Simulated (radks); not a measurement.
The numbers below are computed, except where a source is named.
Charge is removed step by step from the 6s down level of the bismuth ion Bi3+, starting from [Xe] 4f14 5d10 6s(up 1, down 1). Code: a radial shooting solver on a logarithmic mesh with Libxc functionals. Model: scalar-relativistic Kohn-Sham, r2SCAN, spin-polarised, spherical densities, finite nucleus; meta-GGA in the generalised Kohn-Sham scheme; Fermi nuclear charge, rms radius 5.5211 fm.

| removed (e) | E - E(0) (eV) | eigenvalue (eV) | E minus straight line (eV) |
|---|---|---|---|
| 0 | 0.000 | -40.164 | 0.000 |
| 0.25 | 10.327 | -42.492 | -0.875 |
| 0.5 | 21.238 | -44.835 | -1.166 |
| 0.75 | 32.732 | -47.161 | -0.873 |
| 1 | 44.807 | -49.476 | 0.000 |

Removing the whole electron costs 44.807 eV by Delta-SCF, against 40.164 eV from minus the eigenvalue at the starting occupation. Slater's transition state (half an electron removed) gives 44.835 eV. Integrating minus the eigenvalue over the occupation (Janak's theorem) gives 44.827 eV. In this scalar-relativistic scheme the density is built from large components alone, so the theorem holds only approximately. The mean slope of the eigenvalue, de/dn, is 9.31 eV per electron. Ionisation energy of Bi3+ in the NIST Atomic Spectra Database: 45.4 eV (measured).

Beside tabulated values, note that scalar-relativistic runs lack spin-orbit coupling.
